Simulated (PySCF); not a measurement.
# TlPb⁺: from constants to spectrum

UHF-CCSD(T) constants of TlPb⁺, ³Π (triplet), unpaired electrons σ ↑, π ↑ (PySCF, scalar-relativistic core potentials, basis sets Tl cc-pVDZ-PP with ECP60, Pb cc-pVDZ-PP with ECP60; masses 204.9744 and 207.9766 u):

- ωe: 56.7 cm⁻¹
- ωexe: 0.142 cm⁻¹
- Be: 0.01359 cm⁻¹
- αe: 4.9e-05 cm⁻¹
- D (centrifugal): 3.12e-09 cm⁻¹

(1) Give the vibrational terms G(v) and spacings up to v = 6.

Correlated steps freeze 8 core orbitals. Spin–orbit coupling is left out, which matters for elements this heavy, above all for dissociation energies. The state is the lowest determinant that a PBE0 search found; another state may lie lower at other levels.

## Answers

(1) G(v) = ωe(v+½) − ωexe(v+½)².

```json
{"v": "0", "G(v) (cm⁻¹)": "28.3", "G(v) − G(v−1)": "", "Bv (cm⁻¹)": "0.01357"}
{"v": "1", "G(v) (cm⁻¹)": "84.7", "G(v) − G(v−1)": "56.4", "Bv (cm⁻¹)": "0.01352"}
{"v": "2", "G(v) (cm⁻¹)": "140.9", "G(v) − G(v−1)": "56.1", "Bv (cm⁻¹)": "0.01347"}
{"v": "3", "G(v) (cm⁻¹)": "196.7", "G(v) − G(v−1)": "55.8", "Bv (cm⁻¹)": "0.01342"}
{"v": "4", "G(v) (cm⁻¹)": "252.3", "G(v) − G(v−1)": "55.6", "Bv (cm⁻¹)": "0.01337"}
{"v": "5", "G(v) (cm⁻¹)": "307.6", "G(v) − G(v−1)": "55.3", "Bv (cm⁻¹)": "0.01332"}
{"v": "6", "G(v) (cm⁻¹)": "362.6", "G(v) − G(v−1)": "55.0", "Bv (cm⁻¹)": "0.01327"}
```
